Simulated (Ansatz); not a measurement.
Consider the ligand exchange at the Al–O bond: `C[O][Al]([OH])[O]C` + HBr → `C[O][Al]([OH])[Br]` + CH₃OH.

Gas-phase electronic energies from Ansatz, PBE0-D4/def2-TZVP geometries. CCSD(T)/CBS is the MP2 limit (def2-TZVPP, def2-QZVPP) plus CCSD(T) − MP2 in def2-TZVPP, frozen cores. This one scheme is used for every species. Functionals use def2-TZVPP. For Br outer-core shells are correlated without core-valence functions, which leaves a few kJ/mol of doubt a bond. Scalar relativity is left out up to krypton. One conformer a species, not always the lowest.

| species | BLYP-D4 energy (Eh) |
| --- | --- |
| `C[O][Al]([OH])[O]C` | -548.75579 |
| HBr | -2574.78294 |
| `C[O][Al]([OH])[Br]` | -3007.81149 |
| CH₃OH | -115.73842 |

(1) Work out ΔE.

Largest T1 diagnostic among the species: 0.012.

## Answers

(1) ΔE = (-3007.81149) + (-115.73842) − (-548.75579) − (-2574.78294) = -0.01118 Eh = -29.4 kJ/mol. CCSD(T)/CBS gives -40.3 kJ/mol.

At CCSD(T), def2-SVP lies +10.2 kJ/mol from the extrapolated value and def2-TZVPP +4.2 kJ/mol. From BLYP to BHLYP (50 % exact exchange), in def2-TZVPP and without D4, ΔE moves by −4.6 kJ/mol. Leaving LDA and LC-ωPBE aside and taking each functional with its dispersion term where it has one, the values, not all of them listed here, spread over 15.1 kJ/mol, from HSE06-D4 to BLYP-D4. LDA lies +7.1 kJ/mol from PBE without D4.
